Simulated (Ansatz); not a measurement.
`C=C[SiH2]BF` + H₂ → `C=C[SiH3]` + `BF` at 500 K and 1 bar (hydrogenolysis of the Si–B bond).

Computed with Ansatz on PBE0-D4/def2-TZVP structures; ΔE is electronic, products minus reactants. CCSD(T)/CBS is the MP2 limit (def2-TZVPP, def2-QZVPP) plus CCSD(T) − MP2 in def2-TZVPP, frozen cores. This one scheme is used for every species. One conformer a species, not always the lowest.

| species | CCSD(T)/CBS energy (Eh) | H − E (kJ/mol) | S (J/(mol·K)) |
| --- | --- | --- | --- |
| `C=C[SiH2]BF` | -493.38747 | 243.2 | 419.8 |
| H₂ | -1.17544 | 41.0 | 145.5 |
| `C=C[SiH3]` | -368.76077 | 209.7 | 334.4 |
| `BF` | -125.82039 | 77.9 | 244.4 |

H − E and S are ideal-gas, rigid-rotor, harmonic terms from PBE0-D4/def2-TZVP, for one conformer and one mirror image of each species. For small species the MP2-based limit differs from directly extrapolated CCSD(T) by up to some mEh (0.8 for H₂); such offsets cancel only in part. 1 Eh = 2625.50 kJ/mol, R = 8.31446 J/(mol·K).

By hand: ΔE, ΔH, ΔS and ΔG.

ΔE = (-368.76077) + (-125.82039) − (-493.38747) − (-1.17544) = -0.01825 Eh = -47.9 kJ/mol. Δ(H − E) = 209.7 + 77.9 − 243.2 − 41.0 = 3.4, so ΔH = -44.5 kJ/mol. ΔS = 334.4 + 244.4 − 419.8 − 145.5 = 13.5 J/(mol·K). ΔG = -44.5 − 500 × (13.5)/1000 = -51.2 kJ/mol.

By hand: the equilibrium constant, and the temperature at which ΔG would vanish if ΔH and ΔS stayed fixed.

log₁₀ K = −ΔG/(RT ln 10) = 5.3. ΔH and −TΔS have one sign here, so there is no such temperature.

The number of gas molecules stays the same, so ΔS is small and ΔH decides. A doubt of 5 kJ/mol in ΔE shifts log₁₀ K by 0.5 here. Other conformers and mirror images would add mixing entropy, several J/(mol·K) or more a flexible species. Modes under 60 cm⁻¹, often nearly free rotors, make the harmonic entropy too high. These are equilibria of isolated gas molecules and say nothing of rates. Largest T1 diagnostic: 0.014 (customary marks: 0.02 for closed shells, 0.045 for open ones).
